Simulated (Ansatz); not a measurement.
C8H14O (`CC(=O)CCC=C(C)C`), relaxed with RKS PBE-D4/def2-SVP in Ansatz 0.2.0 from a rough embedded geometry. The force threshold is 0.03 eV/Å; the program also tests the step.

Charge 0, multiplicity 1.

Start:

```xyz
23

C    -2.036    0.138   -1.543
C    -2.054    1.240   -0.517
O    -3.064    1.623    0.018
C    -0.695    1.817   -0.184
C    -0.181    1.199    1.135
C     0.014   -0.283    1.023
C     1.077   -0.909    0.528
C     1.133   -2.407    0.449
C     2.299   -0.223   -0.004
H    -1.734    0.551   -2.504
H    -1.306   -0.615   -1.253
H    -3.021   -0.312   -1.639
H    -0.795    2.894   -0.043
H     0.016    1.615   -0.985
H    -0.912    1.409    1.918
H     0.754    1.694    1.405
H    -0.823   -0.879    1.364
H     0.221   -2.858    0.830
H     1.276   -2.725   -0.584
H     1.976   -2.784    1.028
H     3.192   -0.641    0.461
H     2.381   -0.392   -1.078
H     2.283    0.847    0.174
```

Question: How much energy does the relaxation release, and in how many steps? (Estimate.)

Answer: The calculation gave: 23.42 kJ/mol, in 32 steps, 2 of them rejected.

Question: Which bonds change most? (An estimate is asked.)

Answer: The calculation gave: C6–C7 from 1.328 to 1.355 Å; C4–H13 from 1.091 to 1.116 Å; C4–H14 from 1.089 to 1.113 Å; C8–H20 from 1.089 to 1.113 Å.

Question: Give the relaxed structure. (Estimate.)

Answer: Ansatz gave: 
```xyz
23

C    -2.947    0.994   -1.884
C    -2.249    0.888   -0.540
O    -2.801    0.402    0.436
C    -0.822    1.427   -0.476
C    -0.071    1.066    0.814
C     0.229   -0.404    0.929
C     1.422   -1.020    0.744
C     1.547   -2.517    0.883
C     2.706   -0.309    0.398
H    -2.780    1.982   -2.359
H    -2.521    0.233   -2.572
H    -4.029    0.800   -1.765
H    -0.902    2.534   -0.589
H    -0.266    1.085   -1.377
H    -0.708    1.371    1.671
H     0.857    1.671    0.868
H    -0.644   -1.037    1.163
H     0.579   -2.992    1.134
H     1.926   -2.978   -0.056
H     2.281   -2.787    1.675
H     3.495   -0.527    1.151
H     3.105   -0.671   -0.575
H     2.596    0.789    0.329
```
